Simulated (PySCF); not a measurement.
## How the method moves the HOMO and LUMO of `CC#C[Si@@H]([SiH3])Cl`

C3H7ClSi2.
Geometry (PBE0-D3(BJ)/def2-SVP, Å), atoms numbered from 1 in this order:
```
atom  x, y, z in Å
C1     3.189   -0.191   -0.003
C2     1.875   -0.795    0.105
C3     0.772   -1.308    0.194
Si4   -0.909   -1.993    0.309
Si5   -2.461   -0.388   -0.385
Cl6   -1.099   -3.625   -0.968
H7     3.957   -0.832    0.457
H8     3.213    0.786    0.503
H9     3.461   -0.033   -1.058
H10   -1.157   -2.483    1.695
H11   -2.395    0.808    0.511
H12   -2.130    0.023   -1.783
H13   -3.844   -0.952   -0.349
```

Basis pcSseg-1 throughout (PySCF), one geometry. Geometry: PBE0-D3(BJ)/def2-SVP; no solvent, vibrations or thermal averaging.

**Question.** How do the orbital energies, the gap and the dipole change with the method?

**Answer.** 
```json
{"method": "BLYP", "kind": "GGA", "HOMO (eV)": "-6.36", "LUMO (eV)": "-1.46", "gap (eV)": "4.90", "μ (D)": "2.87", "SCF cycles": "14"}
{"method": "B97-D", "kind": "GGA", "HOMO (eV)": "-6.50", "LUMO (eV)": "-1.54", "gap (eV)": "4.97", "μ (D)": "2.94", "SCF cycles": "14"}
{"method": "OPBE", "kind": "GGA", "HOMO (eV)": "-6.52", "LUMO (eV)": "-1.57", "gap (eV)": "4.95", "μ (D)": "2.97", "SCF cycles": "14"}
{"method": "PBE", "kind": "GGA", "HOMO (eV)": "-6.53", "LUMO (eV)": "-1.67", "gap (eV)": "4.86", "μ (D)": "2.94", "SCF cycles": "14"}
{"method": "KT2", "kind": "GGA", "HOMO (eV)": "-6.56", "LUMO (eV)": "-1.75", "gap (eV)": "4.81", "μ (D)": "2.95", "SCF cycles": "15"}
{"method": "KT3", "kind": "GGA", "HOMO (eV)": "-6.57", "LUMO (eV)": "-1.64", "gap (eV)": "4.93", "μ (D)": "2.88", "SCF cycles": "15"}
{"method": "BP86", "kind": "GGA", "HOMO (eV)": "-6.64", "LUMO (eV)": "-1.76", "gap (eV)": "4.88", "μ (D)": "2.97", "SCF cycles": "14"}
{"method": "LDA", "kind": "LDA", "HOMO (eV)": "-6.64", "LUMO (eV)": "-1.89", "gap (eV)": "4.75", "μ (D)": "3.03", "SCF cycles": "14"}
{"method": "B97-2", "kind": "global hybrid", "HOMO (eV)": "-7.46", "LUMO (eV)": "-0.84", "gap (eV)": "6.62", "μ (D)": "3.00", "SCF cycles": "13"}
{"method": "B3LYP", "kind": "global hybrid", "HOMO (eV)": "-7.46", "LUMO (eV)": "-0.96", "gap (eV)": "6.50", "μ (D)": "2.94", "SCF cycles": "13"}
{"method": "PBE0", "kind": "global hybrid", "HOMO (eV)": "-7.69", "LUMO (eV)": "-0.83", "gap (eV)": "6.86", "μ (D)": "3.02", "SCF cycles": "13"}
{"method": "mPW1PW91", "kind": "global hybrid", "HOMO (eV)": "-7.72", "LUMO (eV)": "-0.83", "gap (eV)": "6.89", "μ (D)": "3.02", "SCF cycles": "13"}
{"method": "BHandHLYP", "kind": "global hybrid", "HOMO (eV)": "-8.70", "LUMO (eV)": "0.20", "gap (eV)": "8.90", "μ (D)": "3.02", "SCF cycles": "12"}
{"method": "CAM-B3LYP", "kind": "range-separated hybrid", "HOMO (eV)": "-8.95", "LUMO (eV)": "0.31", "gap (eV)": "9.26", "μ (D)": "2.97", "SCF cycles": "12"}
{"method": "wB97X-D", "kind": "range-separated hybrid", "HOMO (eV)": "-9.50", "LUMO (eV)": "0.89", "gap (eV)": "10.38", "μ (D)": "3.05", "SCF cycles": "13"}
{"method": "HF", "kind": "Hartree–Fock", "HOMO (eV)": "-10.28", "LUMO (eV)": "2.64", "gap (eV)": "12.92", "μ (D)": "3.15", "SCF cycles": "12"}
{"method": "LC-wPBE", "kind": "range-separated hybrid", "HOMO (eV)": "-10.31", "LUMO (eV)": "1.34", "gap (eV)": "11.64", "μ (D)": "3.04", "SCF cycles": "14"}
```

The HOMO spans 3.94 eV, from BLYP down to LC-wPBE, and the gap runs from 4.75 eV (LDA) to 12.92 eV (HF). Over the methods BLYP (0 %), B97-D (0 %), OPBE (0 %), PBE (0 %), KT2 (0 %), KT3 (0 %), BP86 (0 %), LDA (0 %), B97-2 (21 %), B3LYP (20 %), PBE0 (25 %), mPW1PW91 (25 %), BHandHLYP (50 %), HF (100 %), a straight line through the gap against the share of exact exchange rises by 0.80 eV for each 10 % (correlation coefficient 1.000). The dipole ranges from 2.87 D (BLYP) to 3.15 D (HF). This basis has no diffuse functions.
